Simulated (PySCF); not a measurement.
C2H2F, SMILES C=[C]F (connectivity only; charge and spin as stated), charge +1, multiplicity 1.

Geometry: PBE-D3(BJ)/def2-TZVP. The multiplicity is an assumed one; other spin states were not compared. The isomer is the one that the SMILES or the coordinates give; other isomers of the formula were not compared.

Method: PBE-D3(BJ)/def2-TZVP run with PySCF.

Frequencies are harmonic and unscaled.

### Question
Estimate the vibrational spectrum. (An estimate is asked for; the answer gives what the named calculation found.)

### Answer

```json
[
 {"mode": "1", "ν (cm⁻¹)": "322", "IR (km/mol)": "1.9", "Raman (Å⁴/amu)": "0.5", "depolarisation": "0.75", "moving atoms (share of kinetic energy)": "H 58 %, C 31 %, F 11 %"},
 {"mode": "2", "ν (cm⁻¹)": "375", "IR (km/mol)": "0.9", "Raman (Å⁴/amu)": "4.1", "depolarisation": "0.75", "moving atoms (share of kinetic energy)": "C 86 %, F 13 %"},
 {"mode": "3", "ν (cm⁻¹)": "723", "IR (km/mol)": "86.6", "Raman (Å⁴/amu)": "0.0", "depolarisation": "–", "moving atoms (share of kinetic energy)": "H 80 %, C 19 %"},
 {"mode": "4", "ν (cm⁻¹)": "811", "IR (km/mol)": "26.8", "Raman (Å⁴/amu)": "0.2", "depolarisation": "0.75", "moving atoms (share of kinetic energy)": "C 65 %, H 32 %"},
 {"mode": "5", "ν (cm⁻¹)": "1057", "IR (km/mol)": "106.4", "Raman (Å⁴/amu)": "21.7", "depolarisation": "0.31", "moving atoms (share of kinetic energy)": "H 44 %, F 36 %, C 20 %"},
 {"mode": "6", "ν (cm⁻¹)": "1222", "IR (km/mol)": "17.4", "Raman (Å⁴/amu)": "3.0", "depolarisation": "0.35", "moving atoms (share of kinetic energy)": "H 55 %, C 32 %, F 13 %"},
 {"mode": "7", "ν (cm⁻¹)": "2088", "IR (km/mol)": "309.8", "Raman (Å⁴/amu)": "6.6", "depolarisation": "0.02", "moving atoms (share of kinetic energy)": "C 89 %, F 10 %"},
 {"mode": "8", "ν (cm⁻¹)": "2979", "IR (km/mol)": "254.0", "Raman (Å⁴/amu)": "90.7", "depolarisation": "0.09", "moving atoms (share of kinetic energy)": "H 94 %"},
 {"mode": "9", "ν (cm⁻¹)": "3042", "IR (km/mol)": "213.5", "Raman (Å⁴/amu)": "51.0", "depolarisation": "0.75", "moving atoms (share of kinetic energy)": "H 90 %, C 10 %"}
]
```
